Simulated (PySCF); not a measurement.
## From PBE to CCSD(T): MCs along the alkali metals

PBE and CCSD(T) in PySCF with def2-SVPD on every atom (core potentials on Rb, Cs), for the lowest determinant that a PBE0 search found; no spin–orbit coupling.

```tsv
molecule	state (unpaired electrons)	PBE Re (Å)	PBE ωe (cm⁻¹)	PBE De (eV)	CCSD(T) Re (Å)	CCSD(T) ωe (cm⁻¹)	CCSD(T) De (eV)
CsLi	singlet (closed shell)	3.777	169	0.66	3.789	171	0.61
CsNa	singlet (closed shell)	3.918	93.1	0.65	3.960	93.4	0.55
CsK	singlet (closed shell)	4.368	64.8	0.54	4.402	64.6	0.45
CsRb	singlet (closed shell)	4.515	47.0	0.51	4.571	42.9	0.36
Cs2	singlet (closed shell)	4.749	39.3	0.48	?	?	?
```

**Question.** Estimate the CCSD(T) values of Cs2 by adding the mean shift from PBE to CCSD(T) of the other rows, and compare with the calculation.

**Answer.** The mean shifts are +3.6 pm, -0 cm⁻¹ and -0.10 eV, which give 4.785 Å, 38.8 cm⁻¹ and 0.38 eV. CCSD(T)/def2-SVPD gives Re = 4.790 Å, ωe = 36.3 cm⁻¹, De = 0.36 eV.

**Question.** What are the mean differences of PBE from CCSD(T) over the whole series?

**Answer.** Re -3.7 pm, ωe +1 cm⁻¹, De +0.10 eV.

In a basis of this size CCSD(T) is itself not converged; it tends to give bonds that are too long and too weak.

Correlated steps freeze the inner cores (0 to 5 orbitals); shallow outer-core shells are correlated. Closed-shell solutions of metal pairs were not tested for spin polarisation, which can lower them a little. Weak bonds: Cs2, CsK, CsRb. Basis-set superposition, not corrected here, can be much of De in a small basis, most of all at correlated wavefunction levels. Functionals without a dispersion term scatter widely for such bonds, and LDA overbinds them. Spin–orbit coupling is left out. Where the molecule has an RHF reference, its open-shell atoms are computed with UHF.
